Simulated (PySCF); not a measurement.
## Telling isomers of C6H9FSi apart by NMR

- shieldings: GIAO PBE0/pcSseg-1
- structure optimised with GFN2-xTB
- code: PySCF 2.14
- rapidly exchanging positions averaged, one computed conformer, non-relativistic Hamiltonian, isolated molecule

Scale: ¹H (σ = 31.72 ppm), ¹³C (σ = 186.93 ppm) vs TMS (reference shieldings calculated alike). Splittings of carbon signals by F and P are missing where no couplings were computed. Where no couplings were computed, multiplicities follow the n + 1 count of equivalent neighbours, and m marks all less simple cases (inequivalent or close neighbours, rings, F or P nearby). Shifts are as computed. Against solution values, carbons near 30 ppm lie about +3 ppm off and those near 130 ppm about +5 ppm. Of 1309 compounds with measured shifts, 239 miss one by over three times the rms of a fit or turn the order of signals round; such compounds aren't used in these exercises.

(1) Tabulate the signals of `C#C/C(C)=C(\[SiH3])CF`, `CC1=C[SiH2]C(CF)=C1`, `C[SiH2]/C(F)=C1\C=CC1` and their relative energies.

(2) What is the quickest way to tell C#C/C(C)=C(\[SiH3])CF from C[SiH2]/C(F)=C1\C=CC1?

(3) What is the quickest way to tell CC1=C[SiH2]C(CF)=C1 from C[SiH2]/C(F)=C1\C=CC1?

(4) What is the quickest way to tell C#C/C(C)=C(\[SiH3])CF from CC1=C[SiH2]C(CF)=C1?

Answers

(1) 
| SMILES | carbon types | δC | δH | E rel. (kcal/mol) |
| --- | --- | --- | --- | --- |
| C#C/C(C)=C(\[SiH3])CF | 3×C 1×CH 1×CH2 1×CH3 | 153.6, 133.8, 92.9, 90.1, 88.0, 22.6 | 5.43 (m, 2H), 4.29 (s, 3H), 3.13 (s, 1H), 1.91 (s, 3H) | 44.2 |
| CC1=C[SiH2]C(CF)=C1 | 2×C 2×CH 1×CH2 1×CH3 | 168.6, 152.3, 147.7, 121.8, 88.1, 25.2 | 7.03 (m, 1H), 5.68 (m, 2H), 5.63 (t, 1H), 4.56 (m, 2H), 2.23 (s, 3H) | 0.0 |
| C[SiH2]/C(F)=C1\C=CC1 | 2×C 2×CH 1×CH2 1×CH3 | 160.8, 146.0, 142.3, 141.8, 37.4, -5.5 | 6.66 (m, 1H), 6.44 (m, 1H), 4.49 (m, 2H), 3.27 (m, 2H), 0.35 (t, 3H) | 24.4 |

Energies are electronic energies at PBE0/pcSseg-1 on these geometries, without zero-point or thermal terms, each for the one conformer computed, which needn't be the lowest.

(2) Both give the same number of carbon signals, but DEPT or the intensities differ. The first has an alkyne carbon (C) at 90.1 ppm, the second an alkene CH at 146.0 ppm. Their most deshielded carbons lie at 153.6 and 160.8 ppm. In the proton spectra the most deshielded non-exchanging signals are 5.43 (m, 2H) and 6.66 (m, 1H).

(3) Both give the same number of carbon signals, with the same numbers of each carbon type, so the positions decide. The first has an allylic sp3 CH2 bonded to F at 88.1 ppm, the second an allylic sp3 CH2 at 37.4 ppm. Their most deshielded carbons lie at 168.6 and 160.8 ppm.

(4) Both give the same number of carbon signals, but DEPT or the intensities differ. The first has an alkyne carbon (C) at 90.1 ppm, the second an alkene CH at 147.7 ppm. Their most deshielded carbons lie at 153.6 and 168.6 ppm. In the proton spectra the most deshielded non-exchanging signals are 5.43 (m, 2H) and 7.03 (m, 1H).
